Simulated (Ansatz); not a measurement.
Geometry optimisation, Ansatz, DFT PBE, scalar-relativistic, plane waves, PAW.

input.yaml

```yaml
crystal:
  lattice:
    - [4.58, 0.0, 0.0]
    - [2.29, 3.966396, 0.0]
    - [0.0, 0.0, 14.58843]
  atoms:
    - { symbol: Be, position: [0.0, 0.0, 0.0685475] }
    - { symbol: Be, position: [0.5, 0.0, 0.0685475] }
    - { symbol: Be, position: [0.0, 0.5, 0.0685475] }
    - { symbol: Be, position: [0.5, 0.5, 0.0685475] }
    - { symbol: Be, position: [-0.1666667, 0.3333333, 0.1915364] }
    - { symbol: Be, position: [0.3333333, 0.3333333, 0.1915364] }
    - { symbol: Be, position: [-0.1666667, 0.8333333, 0.1915364] }
    - { symbol: Be, position: [0.3333333, 0.8333333, 0.1915364] }
    - { symbol: Be, position: [0.0, 0.0, 0.3145253] }
    - { symbol: Be, position: [0.5, 0.0, 0.3145253] }
    - { symbol: Be, position: [0.0, 0.5, 0.3145253] }
    - { symbol: Be, position: [0.5, 0.5, 0.3145253] }
    - { symbol: Br, position: [0.1434023, 0.1707811, 0.4392817] }
basis:
  ecutwfc: 420.0
kpoints:
  mp_grid: { grid: [4, 4, 1] }
hamiltonian:
  xc: pbe
scf:
  occupations: { method: gaussian, width: 0.1 }
  lower_state_search: "off"
relax:
  f_tol: 0.03
  max_steps: 60
  adjacent_minimum: "off"
  constraints: [{ sites: [0, 1, 2, 3] }]
```

Run as:

```bash
$ ansatz run input.yaml --threads 1 --pin off --max-ram 3072MiB --backend cpu --events-out ev --progress --plain --runs-dir out
```

Question: Where does it end, and by what steps?

Answer: It converged. Limits of this set-up: thin slab, slab without dipole correction, odd electron count without spin, open-shell adsorbate without spin. After 3 steps the energy has fallen by 0.251 eV; Be12 moved furthest, 0.20 Å.

```tsv
step	energy less start (eV)	largest force component (eV/Å)	accepted
0	0.0000	1.368	yes
1	-0.2349	0.268	yes
2	-0.2495	0.052	yes
3	-0.2511	0.007	yes
```

```xyz
13
Lattice="4.5800 0.0000 0.0000 2.2900 3.9664 0.0000 0.0000 0.0000 14.5884" Properties=species:S:1:pos:R:3
Be 0.000 0.000 1.000
Be 2.290 0.000 1.000
Be 1.145 1.983 1.000
Be 3.435 1.983 1.000
Be 0.031 1.304 2.794
Be 2.258 1.304 2.794
Be 1.145 3.305 2.772
Be 3.435 3.342 2.794
Be -0.011 -0.006 4.627
Be 2.300 -0.006 4.627
Be 1.144 1.996 4.627
Be 3.434 1.983 4.392
Br 1.143 0.662 6.560
```

Whether the end is a true minimum wasn't checked by a vibrational analysis.

The run took 20 s on 1 thread of Arm Neoverse V1 (shared host), peak memory 0.39 GiB.
